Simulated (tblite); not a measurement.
C5H11FO3Si.
Geometry (GFN2-xTB, Å), atoms numbered from 1 in this order:
```xyz
21
C5H11FO3Si angstrom
C     -3.186    0.263   -1.124
C     -2.895   -0.123    0.318
O     -1.596    0.223    0.701
Si    -0.232   -0.525    0.304
O     -0.007   -0.456   -1.309
O      0.790    0.368    1.199
C      2.137    0.534    1.150
C      2.831    1.008   -0.103
C      3.064   -0.382    0.402
F      2.540   -1.416   -0.322
H     -3.068    1.336   -1.250
H     -2.483   -0.241   -1.780
H     -4.201   -0.020   -1.390
H     -3.043   -1.201    0.452
H     -3.571    0.408    0.998
H     -0.195   -1.919    0.739
H      0.745   -0.896   -1.698
H      2.513    0.906    2.100
H      2.205    1.105   -0.976
H      3.630    1.728   -0.036
H      4.013   -0.679    0.829
```

Method: GFN2-xTB as coded in tblite; computed harmonic values from a numerical Hessian at the method's own geometry, unscaled. Against measured fundamentals such values can be off by several per cent, at times by over 20. Modes of hydrogen on silicon can be 10 to 20 % off. One conformer, not necessarily the lowest.

Harmonic wavenumbers (cm⁻¹): 31.6, 50.3, 69.1, 83.4, 113.8, 151.3, 190.7, 222.0, 247.0, 287.3, 326.0, 358.4, 372.3, 447.8, 464.7, 619.2, 686.1, 743.5, 751.4, 774.2, 810.0, 838.6, 847.2, 853.6, 891.2, 928.6, 994.9, 1009.0, 1041.6, 1057.2, 1071.7, 1093.2, 1125.4, 1155.3, 1178.9, 1192.5, 1268.5, 1276.0, 1295.2, 1341.1, 1369.0, 1396.9, 1442.6, 1475.2, 1486.7, 1495.9, 2281.2, 2897.0, 2927.4, 2989.9, 3039.8, 3048.3, 3050.5, 3062.9, 3097.2, 3124.9, 3659.6.

A = 2705, B = 621.3, C = 578.2 MHz; mass 166.046 u (most abundant isotopes); point group C1, symmetry number 1.

**Question.** What is the zero-point energy?

**Answer.** Half the sum of the wavenumbers: 35052 cm⁻¹ = 100.22 kcal/mol.

**Question.** What is S at 350 K and 1 bar for an ideal gas of classical rigid rotors and harmonic oscillators?

**Answer.** Translation 42.05, rotation 30.66, vibration 46.67: S = 119.4 cal/(mol K).

**Question.** And Cp and H(350 K) − H(0)?

**Answer.** Cp = 51.66 cal/(mol K), of which vibrations give 43.71 (their classical limit is 57 R = 113.3); H(350 K) − H(0) = 10.87 kcal/mol without the zero-point energy, 8.08 from vibrations.

**Question.** What must be added to the electronic energy to get the Gibbs energy at 350 K and 1 bar?

**Answer.** ZPE + [H(350 K) − H(0)] − T·S = 100.22 + 10.87 − 41.78 = 69.31 kcal/mol.

**Question.** Blend soft modes into free rotors: weight 1/[1 + (100 cm⁻¹/ν̃)⁴] for the oscillator and the rest for a rotor with moment μB/(μ + B), μ = h/(8π²ν), B = 10⁻⁴⁴ kg m². What vibrational entropy results?

**Answer.** 41.64 cal/(mol K) in place of 46.67, which changes −T·S at 350 K by +1.76 kcal/mol.

**Question.** How do the functions run with temperature in this model?

**Answer.** 
```tsv
T (K)	S (cal/(mol K))	Cp (cal/(mol K))	H − H(0) (kcal/mol)	G − H(0) (kcal/mol)	ln q(vib)
150	86.8	28.7	2.86	-10.17	4.90
250	104.1	39.9	6.28	-19.74	8.48
298.15	111.6	45.7	8.34	-24.93	10.13
400	126.6	57.1	13.59	-37.07	13.51
600	153.2	74.1	26.83	-65.12	19.87
900	186.5	89.7	51.60	-116.27	28.64
```

q(vib) and H(0) count from the zero-point level.

**Question.** Which modes carry the vibrational entropy at 350 K?

**Answer.** 31.6 cm⁻¹: 6.04; 50.3 cm⁻¹: 5.12; 69.1 cm⁻¹: 4.49; 83.4 cm⁻¹: 4.12; 113.8 cm⁻¹: 3.51; 151.3 cm⁻¹: 2.96 cal/(mol K); the other 51 give 20.41 together.

Hindered rotation and anharmonicity are outside this model. Other conformers, if any are populated, would add a mixing term that is left out. The structure is chiral; the term R ln 2 for an equal mix with its mirror image is left out.

Hardware: Arm Neoverse N1, one thread, on a shared host. Cost: 1.6 s. The figure is for the frequency step alone.
